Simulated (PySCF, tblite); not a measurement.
Isomers of C7H14O2Si. All values are computed: GFN2-xTB (tblite) harmonic vibrations without scaling, gas phase. The method is semi-empirical: single wavenumbers can be off by several per cent or more. Modes of hydrogen on silicon can be 10 to 20 % off. One conformer each.

Electronic energies: PBE0/pcSseg-1 single points on the GFN2-xTB geometries (PySCF, gas phase).

```tsv
SMILES	electronic energy, lowest = 0 (kcal/mol)
CCC[Si@@H]1CC[C@@H]1OC=O	46.4
O=C(CO[SiH3])C1CCCC1	31.0
CC(=O)[C@H]1CO[Si](C)(C)C1	0.0
CCO[C@H]1C=C(OC)C[SiH2]1	68.7
```

**Question.** How do GFN2-xTB zero-point energies change the relative energies?

**Answer.** 
```json
{"SMILES": "CC(=O)[C@H]1CO[Si](C)(C)C1", "ZPE (kcal/mol)": "123.9", "of it from modes above 1550 cm⁻¹": "62.9", "electronic (kcal/mol)": "0.0", "with ZPE, lowest = 0 (kcal/mol)": "0.0", "lowest mode (cm⁻¹)": "25", "rings": "1"}
{"SMILES": "O=C(CO[SiH3])C1CCCC1", "ZPE (kcal/mol)": "122.3", "of it from modes above 1550 cm⁻¹": "59.0", "electronic (kcal/mol)": "31.0", "with ZPE, lowest = 0 (kcal/mol)": "29.3", "lowest mode (cm⁻¹)": "22", "rings": "1"}
{"SMILES": "CCC[Si@@H]1CC[C@@H]1OC=O", "ZPE (kcal/mol)": "124.0", "of it from modes above 1550 cm⁻¹": "61.3", "electronic (kcal/mol)": "46.4", "with ZPE, lowest = 0 (kcal/mol)": "46.4", "lowest mode (cm⁻¹)": "60", "rings": "1"}
{"SMILES": "CCO[C@H]1C=C(OC)C[SiH2]1", "ZPE (kcal/mol)": "121.0", "of it from modes above 1550 cm⁻¹": "59.7", "electronic (kcal/mol)": "68.7", "with ZPE, lowest = 0 (kcal/mol)": "65.8", "lowest mode (cm⁻¹)": "35", "rings": "1"}
```

The zero-point energies span 3.0 kcal/mol, from `CCO[C@H]1C=C(OC)C[SiH2]1` to `CCC[Si@@H]1CC[C@@H]1OC=O`. The order is unchanged.

**Question.** And how do the electronic energies of GFN2-xTB itself compare?

**Answer.** `CC(=O)[C@H]1CO[Si](C)(C)C1` 23.0; `O=C(CO[SiH3])C1CCCC1` 0.0; `CCC[Si@@H]1CC[C@@H]1OC=O` 53.8; `CCO[C@H]1C=C(OC)C[SiH2]1` 61.3 kcal/mol, lowest = 0. Against the energies above, taken from the same isomer `CC(=O)[C@H]1CO[Si](C)(C)C1`, the largest difference is 54.0 kcal/mol.
